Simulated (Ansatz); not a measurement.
H5GeMgN (SMILES [NH2][Mg][GeH3]), singlet, at a GFN2-xTB geometry (such geometries of metal compounds can be far from the true shape); SC-NEVPT2/STO-3G, CASSCF(4,4) in Ansatz (an electronic-structure program).

Input for Ansatz:
Ansatz 0.2 input:
```yaml
crystal:
  periodic: [false, false, false]
  atoms:
    - {symbol: Mg, position_ang: [0.26617056, 1.22102758, -0.53707774]}
    - {symbol: N, position_ang: [-0.81207045, 2.12638915, -1.77237066]}
    - {symbol: H, position_ang: [-1.24698601, 3.03328076, -1.64154849]}
    - {symbol: H, position_ang: [-0.70246454, 2.03068423, -2.77718849]}
    - {symbol: Ge, position_ang: [0.13463109, -0.93078152, 0.63743613]}
    - {symbol: H, position_ang: [0.84736679, -2.14739934, 0.05188352]}
    - {symbol: H, position_ang: [0.54759678, -1.14166926, 2.09106185]}
    - {symbol: H, position_ang: [-1.26326168, -1.52694284, 0.72936278]}
basis:
  gaussian:
    orbitals: STO-3G
magnetization: {spin_polarized: false}
correlation: {method: sc_nevpt2, electrons: all, active_space: {window: {electrons: 4, orbitals: 4}}}
```

**Question.** Predict the main parts of the log of this Ansatz run.

**Answer.** 
```
Functional definition: HF
397 factors; integrals over basis functions are off by at most 2.8e-4 eV
mean field evaluation 1: about -62734.6334 eV, gradient 2.4e1 eV
mean field evaluation 2: about -62734.8782 eV, gradient 2.4e1 eV
mean field evaluation 4: about -62737.0917 eV, gradient 1.6e0 eV
mean field evaluation 8: about -62737.0997 eV, gradient 1.9e-4 eV
mean field -62737.09965114 eV, -2305.5458874458 hartree, gradient 2.1e-6 eV, S^2 0.000000; 0 other end points of the search recorded, 0 dependent functions left out
reference -62737.09965114 eV, -2305.5458874458 hartree; 28, 28 occupied and 9, 9 virtual orbitals, 397 factors
state -62737.96300414 eV, -2305.5776150835 hartree
state -62737.96300414 eV, -2305.5776150835 hartree; corrected -62740.38713646 eV, -2305.6667003030 hartree
state -62737.75825730 eV, -2305.5700907760 hartree
state -62737.75825730 eV, -2305.5700907760 hartree; corrected -62740.32117894 eV, -2305.6642764089 hartree
state -62737.96300414 eV, -2305.5776150835 hartree; corrected -62740.38713646 eV, -2305.6667003030 hartree
state -62737.69329030 eV, -2305.5677032826 hartree
state -62737.69329030 eV, -2305.5677032826 hartree; corrected -62740.27492383 eV, -2305.6625765651 hartree
state -62737.96300414 eV, -2305.5776150835 hartree; corrected -62740.38713646 eV, -2305.6667003030 hartree
2 active orbitals were swapped for others, from the solution at -62737.69317844 eV, -2305.5676991720 hartree to that at -62737.75814323 eV, -2305.5700865837 hartree; typed "places" are swapped only where nearly empty or full, and so, without "given_window_search", are "orbital_numbers", "shells" and a window whose orbitals a file names under [Active]
2 active orbitals were swapped for others, from the solution at -62737.75814239 eV, -2305.5700865529 hartree to that at -62737.96293385 eV, -2305.5776125005 hartree; typed "places" are swapped only where nearly empty or full, and so, without "given_window_search", are "orbital_numbers", "shells" and a window whose orbitals a file names under [Active]
2 active orbitals were swapped for others, from the solution at -62737.92566218 eV, -2305.5762427919 hartree to that at -62737.96293385 eV, -2305.5776125005 hartree; typed "places" are swapped only where nearly empty or full, and so, without "given_window_search", are "orbital_numbers", "shells" and a window whose orbitals a file names under [Active]
Total energy: -62740.38713646 eV, -2305.6667003030 hartree
```
